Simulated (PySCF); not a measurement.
PBE on Ni⁻ (nickel, charge -1), [Ar] 3d9 4s2, 2D determinant. Computed with PySCF 2.14 in aug-cc-pVTZ with one added diffuse shell each of s, p, d, f, g type (9s8p6d4f3g, 118 functions), with no relativity, point nucleus.

```
cycle= 1 E= -1507.4901319926  delta_E= 0.574  |g|= 1.65  |ddm|= 1.98
cycle= 2 E= -1505.7706158608  delta_E= 1.72  |g|= 3.85  |ddm|= 4.29
cycle= 3 E= -1507.75204288865  delta_E= -1.98  |g|= 1.11  |ddm|= 4.03
cycle= 4 E= -1507.60674804904  delta_E= 0.145  |g|= 1.35  |ddm|= 2.15
cycle= 5 E= -1508.10887264411  delta_E= -0.502  |g|= 0.172  |ddm|= 2.09
cycle= 6 E= -1508.11608492186  delta_E= -0.00721  |g|= 0.0305  |ddm|= 0.553
cycle= 7 E= -1508.11549534849  delta_E= 0.00059  |g|= 0.0584  |ddm|= 0.408
cycle= 8 E= -1508.11715366448  delta_E= -0.00166  |g|= 0.0117  |ddm|= 0.112
cycle= 9 E= -1508.11719481785  delta_E= -4.12e-05  |g|= 0.00119  |ddm|= 0.0297
cycle= 10 E= -1508.11719537298  delta_E= -5.55e-07  |g|= 0.000129  |ddm|= 0.00589
cycle= 11 E= -1508.11719537945  delta_E= -6.46e-09  |g|= 5.45e-05  |ddm|= 0.000634
cycle= 12 E= -1508.11719538  delta_E= -5.53e-10  |g|= 4.33e-06  |ddm|= 9.63e-05
converged SCF energy = -1508.11719538  <S^2> = 0.76087881  2S+1 = 2.0108494
```

Highest occupied orbital energy: 1.977 eV; ⟨L²⟩ = 6.05; populations by l: s 8.00, p 12.00, d 9.00, f 0.00.

Task: Can this result be used?

Result: With care. The calculation finished and met its thresholds. At PBE the highest occupied level has a positive energy, so only the finite basis holds that electron; in a semilocal or global hybrid functional this comes from self-interaction and does not mean that the real anion is unbound.
